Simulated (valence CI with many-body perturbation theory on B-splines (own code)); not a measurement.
## E1 transitions of Au LXXIII

Calculated by valence CI with perturbative core correlation (CI+MBPT): five valence electrons over a frozen Dirac-Fock core [He], a basis of 9 s, 9 p, 8 d, 6 f, 3 g, 1 h functions for each j, with the one-electron correlation potential Σ1, the two-electron term Σ2, the three-electron term Σ3, Breit, model QED; selected CI, second order for the rest (own B-spline code, finite nucleus).

No measured spectrum was set against this ion. As an estimate, large intervals hold to a few tenths of a per cent, small ones and those within an open d or f shell to about a per cent. Among the levels kept, up to 1100 cm⁻¹ of a level comes from second order outside the variational space, and about a tenth of that is noise between levels of different J, which matters for small intervals.

Lines 1 to 50 of 262 in falling wavelength, among levels below 13257 eV, chosen from the strongest by gf and those to the six lowest levels. Wavelengths and rates use the calculated energies. Electric multipoles are in the length gauge, E1 and E2 with the static RPA response of the core. Weak lines are less certain than strong ones. Lines between different terms over intervals too small for the method are left out, as are lines whose strength nearly cancels. The highest levels of a list are the least certain.

Levels are named by their leading jj configuration (3d3/2^4 stands for four electrons in 3d with j = 3/2), which in mixed levels can hold well under half, so a name can repeat and another be missing. Letters in brackets count levels of one name in rising energy.

```
λ vac (Å)                               Upper                               Lower   A (s⁻¹)  S (a.u.)
    129.2      (2s 2p1/2^2 2p3/2 3p1/2) J=5/2     (2s 2p1/2^2 2p3/2 3s) J=3/2 [a]  3.52e+09  2.25e-02
    115.6      (2s^2 2p1/2 2p3/2 3p1/2) J=5/2     (2s^2 2p1/2 2p3/2 3s) J=3/2 [b]  4.98e+09  2.28e-02
    107.9      (2s^2 2p1/2 2p3/2 3p1/2) J=5/2         (2s^2 2p1/2 2p3/2 3s) J=5/2  5.65e+09  2.10e-02
    97.19  (2s 2p1/2^2 2p3/2 3p1/2) J=3/2 [a]         (2s 2p1/2^2 2p3/2 3s) J=5/2  1.38e+10  2.50e-02
    96.87      (2s 2p1/2^2 2p3/2 3p1/2) J=5/2         (2s 2p1/2^2 2p3/2 3s) J=5/2  8.69e+09  2.34e-02
    76.09  (2s^2 2p1/2 2p3/2 3p1/2) J=3/2 [b]         (2s^2 2p1/2 2p3/2 3s) J=5/2  2.25e+10  1.96e-02
    54.37  (2s^2 2p1/2 2p3/2 3d5/2) J=3/2 [a]  (2s^2 2p1/2 2p3/2 3p3/2) J=3/2 [b]  3.00e+10  9.51e-03
    53.99  (2s^2 2p1/2 2p3/2 3d5/2) J=3/2 [b]  (2s^2 2p1/2 2p3/2 3p3/2) J=1/2 [b]  4.03e+10  1.25e-02
    52.76      (2s^2 2p1/2 2p3/2 3d5/2) J=1/2  (2s^2 2p1/2 2p3/2 3p3/2) J=1/2 [b]  5.59e+10  8.11e-03
    51.97  (2s^2 2p1/2 2p3/2 3d5/2) J=5/2 [b]  (2s^2 2p1/2 2p3/2 3p3/2) J=5/2 [b]  2.58e+10  1.07e-02
    51.92      (2s 2p1/2^2 2p3/2 3d5/2) J=5/2  (2s 2p1/2^2 2p3/2 3p3/2) J=5/2 [a]  3.91e+10  1.62e-02
    51.22      (2s 2p1/2^2 2p3/2 3d5/2) J=9/2      (2s 2p1/2^2 2p3/2 3p3/2) J=7/2  1.15e+11  7.64e-02
    50.59      (2s 2p1/2^2 2p3/2 3d5/2) J=7/2  (2s 2p1/2^2 2p3/2 3p3/2) J=5/2 [a]  9.55e+10  4.88e-02
    50.23  (2s^2 2p1/2 2p3/2 3d5/2) J=7/2 [a]  (2s^2 2p1/2 2p3/2 3p3/2) J=5/2 [a]  9.92e+10  4.97e-02
    50.17  (2s^2 2p1/2 2p3/2 3d5/2) J=7/2 [b]  (2s^2 2p1/2 2p3/2 3p3/2) J=5/2 [b]  8.96e+10  4.47e-02
    50.15  (2s^2 2p1/2 2p3/2 3d5/2) J=5/2 [b]  (2s^2 2p1/2 2p3/2 3p3/2) J=3/2 [b]  5.98e+10  2.23e-02
    49.35          (2s^2 2p1/2^2 3d5/2) J=5/2          (2s^2 2p1/2^2 3p3/2) J=3/2  1.21e+11  4.30e-02
    49.34      (2s^2 2p1/2 2p3/2 3d5/2) J=9/2      (2s^2 2p1/2 2p3/2 3p3/2) J=7/2  1.19e+11  7.08e-02
    47.93      (2s 2p1/2^2 2p3/2 3d5/2) J=5/2  (2s 2p1/2^2 2p3/2 3p3/2) J=3/2 [a]  8.01e+10  2.61e-02
    47.69  (2s^2 2p1/2 2p3/2 3d5/2) J=5/2 [a]  (2s^2 2p1/2 2p3/2 3p3/2) J=3/2 [a]  8.77e+10  2.82e-02
    47.22  (2s^2 2p1/2 2p3/2 3d5/2) J=3/2 [a]  (2s^2 2p1/2 2p3/2 3p3/2) J=1/2 [a]  7.53e+10  1.57e-02
    45.00      (2s 2p1/2^2 2p3/2 3d5/2) J=7/2      (2s 2p1/2^2 2p3/2 3p3/2) J=7/2  2.97e+10  1.07e-02
    44.44  (2s^2 2p1/2 2p3/2 3d5/2) J=7/2 [b]      (2s^2 2p1/2 2p3/2 3p3/2) J=7/2  2.65e+10  9.18e-03
    42.24  (2s^2 2p1/2 2p3/2 3d5/2) J=3/2 [b]  (2s^2 2p1/2 2p3/2 3p3/2) J=3/2 [a]  6.74e+10  1.00e-02
    36.08      (2s 2p1/2^2 2p3/2 3p3/2) J=7/2  (2s^2 2p1/2 2p3/2 3p3/2) J=5/2 [a]  6.93e+10  1.29e-02
    34.24          (2s 2p1/2^2 2p3/2^2) J=5/2          (2s^2 2p1/2 2p3/2^2) J=5/2  2.43e+10  2.88e-03
    32.19          (2s 2p1/2^2 2p3/2^2) J=5/2          (2s^2 2p1/2 2p3/2^2) J=3/2  3.63e+10  3.59e-03
    29.54          (2s 2p1/2^2 2p3/2^2) J=1/2          (2s^2 2p1/2 2p3/2^2) J=1/2  8.40e+10  2.14e-03
    29.46          (2s 2p1/2^2 2p3/2^2) J=3/2          (2s^2 2p1/2 2p3/2^2) J=1/2  2.42e+07  1.22e-06
    29.19  (2s 2p1/2^2 2p3/2 3d3/2) J=5/2 [b]      (2s^2 2p1/2 2p3/2 3d3/2) J=7/2  5.89e+10  4.34e-03
    25.83          (2s 2p1/2^2 2p3/2^2) J=3/2          (2s^2 2p1/2 2p3/2^2) J=5/2  9.77e+10  3.33e-03
    24.71          (2s 2p1/2^2 2p3/2^2) J=1/2          (2s^2 2p1/2 2p3/2^2) J=3/2  8.67e+07  1.29e-06
    24.65          (2s 2p1/2^2 2p3/2^2) J=3/2          (2s^2 2p1/2 2p3/2^2) J=3/2  3.04e+10  8.98e-04
    24.51             (2p1/2^2 2p3/2^3) J=3/2            (2s 2p1/2 2p3/2^3) J=5/2  1.86e+11  5.40e-03
    20.77  (2s 2p1/2^2 2p3/2 3p3/2) J=5/2 [a]     (2s 2p1/2^2 2p3/2 3s) J=3/2 [b]  1.40e+11  3.73e-03
    19.29  (2s^2 2p1/2 2p3/2 3d3/2) J=5/2 [b]  (2s^2 2p1/2 2p3/2 3p1/2) J=3/2 [b]  9.76e+11  2.08e-02
    19.12  (2s^2 2p1/2 2p3/2 3d3/2) J=3/2 [b]  (2s^2 2p1/2 2p3/2 3p1/2) J=3/2 [b]  1.10e+12  1.52e-02
    18.90  (2s^2 2p1/2 2p3/2 3p3/2) J=1/2 [a]     (2s^2 2p1/2 2p3/2 3s) J=3/2 [b]  5.30e+11  3.53e-03
    18.86  (2s^2 2p1/2 2p3/2 3d3/2) J=5/2 [a]      (2s^2 2p1/2 2p3/2 3p1/2) J=5/2  3.32e+11  6.59e-03
    18.81  (2s^2 2p1/2 2p3/2 3d3/2) J=1/2 [b]  (2s^2 2p1/2 2p3/2 3p1/2) J=3/2 [b]  1.38e+12  9.08e-03
    18.77  (2s 2p1/2^2 2p3/2 3p3/2) J=3/2 [a]     (2s 2p1/2^2 2p3/2 3s) J=3/2 [a]  1.95e+12  2.54e-02
    18.75  (2s^2 2p1/2 2p3/2 3p3/2) J=3/2 [a]     (2s^2 2p1/2 2p3/2 3s) J=3/2 [b]  1.13e+12  1.48e-02
    18.70  (2s 2p1/2^2 2p3/2 3d3/2) J=5/2 [a]      (2s 2p1/2^2 2p3/2 3p1/2) J=5/2  9.59e+11  1.86e-02
    18.69  (2s 2p1/2^2 2p3/2 3d3/2) J=5/2 [a]  (2s 2p1/2^2 2p3/2 3p1/2) J=3/2 [a]  8.37e+11  1.62e-02
    18.68  (2s 2p1/2^2 2p3/2 3d3/2) J=3/2 [b]  (2s 2p1/2^2 2p3/2 3p1/2) J=3/2 [b]  7.26e+11  9.35e-03
    18.65  (2s 2p1/2^2 2p3/2 3d3/2) J=3/2 [b]      (2s 2p1/2^2 2p3/2 3p1/2) J=1/2  9.47e+11  1.21e-02
    18.54  (2s^2 2p1/2 2p3/2 3p3/2) J=3/2 [a]         (2s^2 2p1/2 2p3/2 3s) J=5/2  2.63e+11  3.31e-03
    18.53  (2s 2p1/2^2 2p3/2 3d3/2) J=5/2 [b]  (2s 2p1/2^2 2p3/2 3p1/2) J=3/2 [b]  1.85e+12  3.48e-02
    18.53  (2s 2p1/2^2 2p3/2 3d3/2) J=3/2 [a]      (2s 2p1/2^2 2p3/2 3p1/2) J=5/2  3.99e+11  5.01e-03
    18.52  (2s^2 2p1/2 2p3/2 3d3/2) J=3/2 [a]  (2s^2 2p1/2 2p3/2 3p1/2) J=3/2 [a]  7.22e+11  9.06e-03
```
